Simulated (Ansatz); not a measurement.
Reaction (redistribution): `NB[SiH2]O` + `[SiH3]C1C=C1` → `NBC1C=C1` + `O[SiH2][SiH3]`

Isolated molecules relaxed with PBE0-D4/def2-TZVP in Ansatz; ΔE leaves out vibrations. CCSD(T)/CBS adds triple-zeta CCSD(T) − MP2 to the extrapolated MP2 energy (def2 sets, frozen cores). Functionals use def2-TZVPP. Each species was taken in one conformer, which may not be the lowest.

`NB[SiH2]O`:

Z-matrix (Å, degrees):
```
Si
B 1 2.019
O 1 1.661 2 112.7
H 1 1.498 2 109.6 3 -123.3
H 1 1.491 2 112.4 3 118.2
N 2 1.386 1 121.2 3 -132.5
H 2 1.203 1 121.8 3 48.2
H 3 0.958 1 116.4 2 -47.6
H 6 1.007 2 123.3 1 -178.8
H 6 1.007 2 123.5 1 1.6
```

`[SiH3]C1C=C1`:

Cartesian coordinates in Å:
```
Si -1.048 0.982 -0.253
C 0.621 0.156 -0.083
C 0.868 -0.947 0.926
C 0.802 -1.333 -0.296
H -1.152 2.179 0.628
H -1.287 1.435 -1.653
H -2.113 0.013 0.125
H 1.476 0.794 -0.330
H 0.997 -1.165 1.972
H 0.835 -2.114 -1.035
```

`NBC1C=C1`:

```xyz
11

N     0.991    0.407    1.791
B     0.234    0.631    0.642
C    -0.082   -0.520   -0.350
C    -1.360   -0.508   -1.181
C    -0.294   -0.239   -1.833
H     1.215    1.127    2.454
H     1.366   -0.495    2.033
H    -0.170    1.744    0.438
H     0.316   -1.514   -0.110
H    -2.426   -0.649   -1.135
H     0.211    0.017   -2.748
```

`O[SiH2][SiH3]`:

Z-matrix (Å, degrees):
```
Si
Si 1 2.347
O 1 1.654 2 112.4
H 1 1.484 2 110.6 3 117.6
H 1 1.493 2 108.5 3 -123.5
H 2 1.489 1 110.0 3 177.8
H 2 1.491 1 110.1 3 58.6
H 2 1.488 1 111.4 3 -61.5
H 3 0.958 1 117.6 2 -58.8
```

```
           level  ΔE (eV)
      r2SCANh-D4    -0.40
         ωB97M-V    -0.34
            BLYP    -0.37
CCSD(T)/def2-SVP    -0.32
```

(1) What does CCSD(T)/CBS give? (Best estimate.)

Largest T1 diagnostic among the species: 0.013.

Results:

(1) The calculation gave: -0.36 eV. The listed levels differ from it by -0.04, 0.02, -0.01, 0.04 eV.

Leaving LDA and LC-ωPBE aside and taking each functional with its dispersion term where it has one, the values, not all of them listed here, spread over 0.07 eV, from B97M-V to ωB97M-V. At CCSD(T), def2-SVP lies +0.04 eV from the extrapolated value and def2-TZVPP +0.01 eV.
